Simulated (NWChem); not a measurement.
System meant: SnH2SO, singlet; SMILES [OH][Sn][SH]

The following NWChem deck was run.

```
start job
memory heap 200 mb stack 900 mb global 1100 mb
geometry units angstroms noautoz
  Sn    -0.344674    -0.470092     0.000000
  O      1.508095    -1.208315     0.000000
  H      2.222804    -0.559668     0.000000
  S      0.342120     1.905016     0.000000
  H     -0.932316     2.355280     0.000000
end
basis spherical
  * library def2-svp
end
ecp
  Sn library def2-ecp
end
dft
  odft
  mult 2
  xc xpbe96 cpbe96
  iterations 150
  mulliken
end
task dft energy
```

End of the output:

```
 Summary of "ao basis" -> "" (spherical)
 ------------------------------------------------------------------------------
       Tag                 Description            Shells   Functions and Types
 ---------------- ------------------------------  ------  ---------------------
 *                          def2-svp                  on all atoms

 Summary of "ao basis" -> "ao basis" (spherical)
 ------------------------------------------------------------------------------
       Tag                 Description            Shells   Functions and Types
 ---------------- ------------------------------  ------  ---------------------
 Sn                         def2-svp                10       26   4s4p2d
 O                          def2-svp                 6       14   3s2p1d
 H                          def2-svp                 3        5   2s1p
 S                          def2-svp                 8       18   4s3p1d

 Summary of "ao basis" -> "ao basis" (spherical)
 ------------------------------------------------------------------------------
       Tag                 Description            Shells   Functions and Types
 ---------------- ------------------------------  ------  ---------------------
 Sn                         def2-svp                10       26   4s4p2d
 O                          def2-svp                 6       14   3s2p1d
 H                          def2-svp                 3        5   2s1p
 S                          def2-svp                 8       18   4s3p1d

      Symmetry analysis of basis
      --------------------------

        a'         49
        a"         19

  number of electrons :                   48
  multiplicity        :                    2
 ------------------------------------------------------------------------
  no. of electrons and multiplicity not compatible                  48
 ------------------------------------------------------------------------
 ------------------------------------------------------------------------
  current input line :
    23: task dft energy
 ------------------------------------------------------------------------
 ------------------------------------------------------------------------
 There is an error in the input file
 ------------------------------------------------------------------------
 For more information see the NWChem manual at https://nwchemgit.github.io

0: no. of electrons and multiplicity not compatible:Received an Error in Communication
```

Problem. Can this run be used? If not, why, and what is the fix?

Solution. The input was rejected before any calculation. Cause: the multiplicity doesn't fit the number of electrons (an even count wants an odd multiplicity, and the reverse). This input runs:
```
start job
memory heap 200 mb stack 900 mb global 1100 mb
geometry units angstroms noautoz
  Sn    -0.344674    -0.470092     0.000000
  O      1.508095    -1.208315     0.000000
  H      2.222804    -0.559668     0.000000
  S      0.342120     1.905016     0.000000
  H     -0.932316     2.355280     0.000000
end
basis spherical
  * library def2-svp
end
ecp
  Sn library def2-ecp
end
dft
  xc xpbe96 cpbe96
  iterations 150
  mulliken
end
task dft energy
```
It converges to -688.53712 Ha (PBE/def2-SVP with def2 effective core potentials on Sn).
